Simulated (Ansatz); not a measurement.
Two isomers of CH7BOSSi: A = `CSBO[SiH3]`, B = `[SiH3]BOCS`.

Computed with Ansatz on PBE0-D4/def2-TZVP structures; ΔE is electronic, products minus reactants. CCSD(T)/CBS is the MP2 limit (def2-TZVPP, def2-QZVPP) plus CCSD(T) − MP2 in def2-TZVPP, frozen cores. Functionals use def2-TZVPP. B3LYP here is the variant with VWN-RPA as its local correlation; programs differ in this. One conformer a species, not always the lowest.

Which is lower in electronic energy at CCSD(T)/CBS, and by how much? (Estimate.)

Ansatz gave: A, by 265.6 kJ/mol.

Give E(B) − E(A) in kJ/mol with CCSD/def2-TZVPP, B3LYP, B2PLYP, ωB97M-V, PBE-D4, HF/def2-TZVPP, PBE0-D4. (An estimate is asked.)

The calculation gave: CCSD/def2-TZVPP 261.4, B3LYP 256.6, B2PLYP 264.9, ωB97M-V 262.8, PBE-D4 244.3, HF/def2-TZVPP 273.7, PBE0-D4 253.8. None reverses the order clearly.

Largest T1 diagnostic: 0.014.

From PBE to PBE0 (25 % exact exchange), in def2-TZVPP and without D4, E(B) − E(A) moves by +9.9 kJ/mol. The D4 term adds +3.4 kJ/mol with B3LYP and +1.6 kJ/mol with PBE0; it sums over pairs of atoms, weighted by their polarisabilities, and B3LYP, whose exchange is more repulsive, gets the larger term.
